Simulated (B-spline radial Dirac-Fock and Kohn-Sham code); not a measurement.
**M3 edges in EELS at 100 kV and 5 mrad, Cr to Ru**

Model: the first Born approximation with generalised oscillator strengths from a Dirac-Hartree-Slater potential (longitudinal and transverse terms; continuum final states only, so no white lines or fine structure). Program: a B-spline atomic structure program. Partial cross sections in barn for windows above the edge. Edges are tabulated values, any marked * orbital energies of the model.

```tsv
Z	element	edge (eV)	Δ = 50 eV	Δ = 100 eV	Δ = 200 eV
24	Cr	49.26*	25700	34900	42400
26	Fe	65.60*	11800	18800	25200
27	Co	71.39*	9750	15800	21800
32	Ge	120.8	3450	6430	10000
34	Se	160.7	2600	4810	7530
35	Br	182.0	2310	4210	6570
40	Zr	329.8	1010	1780	2790
41	Nb	360.6	862	1520	2390
42	Mo	394.0	712	1270	2010
44	Ru	461.5	489	886	1430
```

Values without a named source are computed, but for edge energies of neutral atoms, which are taken from tables.
